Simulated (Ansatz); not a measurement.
`c1cc[se]c1` at its PBE0-D4/def2-TZVP geometry, where that method's forces vanish. Total charge 0; spin multiplicity 1.

```xyz
9

C    -0.5404    0.6746   -0.4769
C     0.3346    0.6679    0.6454
C     0.8700   -0.5436    0.9421
Se    0.2839   -1.8483   -0.2324
C    -0.7050   -0.5316   -1.0772
H    -1.0386    1.5703   -0.8273
H     0.5583    1.5581    1.2205
H     1.5532   -0.7846    1.7421
H    -1.3159   -0.7628   -1.9363
```

Q: What forces (eV/Å) does r2SCAN-D4/def2-TZVPP give on these atoms in Ansatz? (An estimate is asked.)

A: The calculation gave: 
```
C1   0.008  0.238  0.092
C2  -0.083  0.240 -0.031
C3   0.180 -0.103  0.198
Se4  0.038 -0.251 -0.031
C5  -0.147 -0.100 -0.224
H6   0.001 -0.003  0.000
H7   0.000 -0.003 -0.001
H8  -0.009 -0.009 -0.015
H9   0.013 -0.009  0.012
```
